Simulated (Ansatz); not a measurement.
Cost and result up the ladder for BMe2(CH2SiH3) (C₃H₁₁BSi) (16 atoms). Charge 0, multiplicity 1. Geometry: PBE0-D4/def2-SVP.

```csv
atom,x (Å),y (Å),z (Å)
B1,-0.046,-0.343,0.568
C2,-1.014,0.354,1.595
H3,-0.503,0.916,2.392
H4,-1.563,-0.467,2.097
H5,-1.781,0.993,1.130
C6,1.427,-0.693,1.001
H7,1.966,-1.378,0.329
H8,1.470,-1.086,2.031
H9,1.996,0.256,1.031
C10,-0.544,-0.642,-0.886
Si11,-0.027,0.785,-2.011
H12,-0.085,-1.543,-1.325
H13,-1.642,-0.707,-0.970
H14,-0.607,2.078,-1.530
H15,1.462,0.926,-2.042
H16,-0.506,0.551,-3.409
```

Ansatz; hardware A = 2 threads of AMD EPYC 7R13 on a shared host; B = 2 threads of AMD EPYC 7R13 on a shared host and a share (18 GiB) of an NVIDIA H100 80GB HBM3. Times are rough, and most runs start from the orbitals of an earlier one. PBE0-D4/def2-TZVP serves as the yardstick here, not as an exact answer. Differences are given only for rows in sets of like size (and for xTB, whose basis is part of the method), since another set adds its own error. Binding counts from free atoms at the same level (B doublet, C triplet, H doublet, Si triplet; other spins of the atoms weren't run), without zero-point energy or a counterpoise term.

LC-ωPBE has ω = 0.4 bohr⁻¹. Correlated methods freeze 9 core orbitals.

Correlated methods converge slowly with the basis.

```csv
level,functions,wall time,binding energy per atom (eV),difference from PBE0-D4/def2-TZVP (eV)
HF/STO-3G [A],40,0.2 s,3.90,–
PBE-D4/def2-SVP [A],129,1.7 s,3.89,–
PBE0-D4/def2-SVP [A],129,1.8 s,3.87,–
PBE-D4/def2-TZVP [A],227,2.9 s,3.87,0.02
BLYP-D4/def2-TZVP [A],227,3 s,3.81,-0.04
PBE0-D4/def2-TZVP [A],227,4.1 s,3.84,0.00
r2SCAN-D4/def2-TZVP [A],227,5 s,3.85,0.00
LC-ωPBE/def2-TZVP (with forces) [A],227,5.5 s,3.82,-0.02
r2SCANh-D4/def2-TZVP [A],227,6 s,3.84,-0.01
CCSD(T)/def2-TZVP [B],227,11 s,3.70,-0.14
```
